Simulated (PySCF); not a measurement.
Compound: C₂H₁₁BN₂Si₂.
SMILES: `CC#[N+][BH2-]N([SiH3])[SiH3]`

The closed-shell SCF was solved with PySCF and density fitting under several settings on one GFN2-xTB geometry (grid level 2 and gas phase unless stated).

| settings | basis functions | SCF cycles | E (Eh) | HOMO (eV) | LUMO (eV) | dipole (D) |
| --- | --- | --- | --- | --- | --- | --- |
| B3LYP/def2-SVPD | 236 | 14 | -795.9171 | -6.28 | -1.14 | 7.01 |
| PBE0/pcSseg-1, IEF-PCM methanol | 188 | 14 | -795.6492 | -6.73 | -0.29 | 9.14 |
| PBE0/6-31++G**, IEF-PCM cyclohexane, fitting basis def2-universal-jkfit | 200 | 10 | -795.6623 | -6.55 | -0.58 | 7.92 |

Q: Estimate the row for these settings: BLYP/IGLO-II, energy threshold 1e-11 Eh, damping 0.3 at the start, DIIS from the seventh cycle.

A: 
| settings | basis functions | SCF cycles | E (Eh) | HOMO (eV) | LUMO (eV) | dipole (D) |
| --- | --- | --- | --- | --- | --- | --- |
| BLYP/IGLO-II, energy threshold 1e-11 Eh, damping 0.3 at the start, DIIS from the seventh cycle | 246 | 28 | -796.1314 | -5.13 | -1.71 | 6.75 |

Q: Over all rows, what range does the HOMO–LUMO gap span?

A: From 3.42 eV (BLYP/IGLO-II, energy threshold 1e-11 Eh, damping 0.3 at the start, DIIS from the seventh cycle) to 6.44 eV (PBE0/pcSseg-1, IEF-PCM methanol). The functional of the narrowest has no exact exchange, that of the widest 25 % exact exchange.

Q: And the dipole moment?

A: From 6.75 D (BLYP/IGLO-II, energy threshold 1e-11 Eh, damping 0.3 at the start, DIIS from the seventh cycle) to 9.14 D (PBE0/pcSseg-1, IEF-PCM methanol); the largest is 1.35 times the smallest, and the median is 7.46 D.

Cycle counts include a coarse-grid stage where the run had one. All basis functions are spherical, in the Pople sets too. The structure is a single GFN2-xTB conformer; no vibrational corrections.

Conformer computed: `[CH3:1][C:2]#[N+:3][BH2-:4][N:5]([SiH3:6])[SiH3:7]`: C2–N3–B4–N5 0°, N3–B4–N5–Si6 86°.
